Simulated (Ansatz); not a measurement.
Computed with Ansatz on PBE0-D4/def2-TZVP structures; ΔE is electronic, products minus reactants. CCSD(T)/CBS adds triple-zeta CCSD(T) − MP2 to the extrapolated MP2 energy (def2 sets, frozen cores). This one scheme is used for every species. DFT in def2-TZVPP. For Ga outer-core shells are correlated without core-valence functions, which leaves a few kJ/mol of doubt a bond. Scalar relativity is left out up to krypton. One conformer a species, not always the lowest.

Consider the ligand exchange at a Ga–O bond: `[OH][Ga]([F])[F]` + silanol → `[F][Ga]([F])[O][SiH3]` + H₂O.

Problem. Is it downhill or uphill in electronic energy at CCSD(T)/CBS, and by how much? (Estimate.)

Solution. Computed: Downhill: ΔE = -14.5 kJ/mol.

Problem. What do these levels give: r2SCAN-D4, PBE0-D4, r2SCANh-D4, CAM-B3LYP-D4, ωB97X-V, r2SCAN, PBE0, BHLYP, CAM-B3LYP, CCSD/def2-SVP, CCSD(T)/def2-SVP, CCSD/def2-TZVPP? (An estimate is asked.)

Solution. Ansatz gave: r2SCAN-D4 -8.0, PBE0-D4 -10.0, r2SCANh-D4 -9.3, CAM-B3LYP-D4 -10.7, ωB97X-V -9.8, r2SCAN -7.1, PBE0 -7.0, BHLYP -10.8, CAM-B3LYP -7.4, CCSD/def2-SVP -16.1, CCSD(T)/def2-SVP -15.6, CCSD/def2-TZVPP -14.2 kJ/mol.

Largest T1 diagnostic among the species: 0.015.

From BLYP to BHLYP (50 % exact exchange), in def2-TZVPP and without D4, ΔE moves by −8.7 kJ/mol. Leaving LDA and LC-ωPBE aside and taking each functional with its dispersion term where it has one, the values, not all of them listed here, spread over 11.4 kJ/mol, from BHLYP-D4 to PBE-D4.
